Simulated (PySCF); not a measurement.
Computed properties of CH4F2OSi, SMILES CO[SiH](F)F

Si(H)(F)2(OMe) (CH4F2OSi), SMILES CO[SiH](F)F. The structure is a stationary point at r2SCAN-D4/def2-SVP. The values are those of a single conformer. All values are computed for the isolated molecule unless a solvent is named; none is compared with measurement here.

**Structure.** The optimised structure has Cs symmetry. All 21 harmonic modes at r2SCAN-D4/def2-SVP (PySCF) are real, so it is a minimum. With heavy atoms numbered as in [SiH:1]([F:2])([F:3])[O:4][CH3:5], the shortest bond between them is O4–C5 at 1.419 Å and the longest Si1–O4 at 1.629 Å.

**Vibrations.** The strongest infrared lines (harmonic, unscaled, degenerate partners summed) lie at 939 cm⁻¹ (250 km/mol, Si 44 %, F 24 %, H 21 %), 965 cm⁻¹ (230 km/mol, Si 49 %, F 41 %, H 9 %), 1154 cm⁻¹ (200 km/mol, O 36 %, H 32 %, C 28 %). The softest mode is at 42 cm⁻¹ and the zero-point energy is 36.1 kcal/mol.

**Electronic structure.** ωB97X/def2-TZVP (PySCF) places the frontier levels at -11.59 and 3.20 eV, a gap of 14.79 eV, and gives a dipole moment of 1.45 D and a mean polarisability of 37.5 bohr³. PBE/def2-TZVP (PySCF) at the same geometry gives -7.45 and 0.21 eV, so its gap is 7.13 eV narrower. An orbital gap is neither the optical nor the fundamental gap.

**Excitations.** TDA-B3LYP/def2-SVPD (PySCF) has S1 at 8.03 eV (154 nm, f = 0.001, dark); the most intense of the 10 singlets computed lies at 8.73 eV (f = 0.06). T1 (TDA) is at 7.84 eV, 0.19 eV under S1. TDA-PBE/def2-SVPD (PySCF) puts S1 at 7.30 eV. No vertical singlet excitation falls in the visible range (under 3.1 eV).

**NMR.** GIAO shifts at B3LYP/pcSseg-1 (PySCF) (non-relativistic, atoms alike by connectivity averaged): ¹³C at 55.4 ppm against TMS; ¹H from 4.2 to 4.5 ppm against TMS; ²⁹Si at -67.0 ppm against TMS; ¹⁹F at -157.5 ppm against CFCl3.

**Solvation.** SMD-ωB97X/def2-SVP (PySCF) gives -0.5 kcal/mol in water, -1.7 kcal/mol in benzene, -2.8 kcal/mol in dichloromethane (1 M in both phases, gas-phase geometry); of these solvents dichloromethane holds the molecule best.
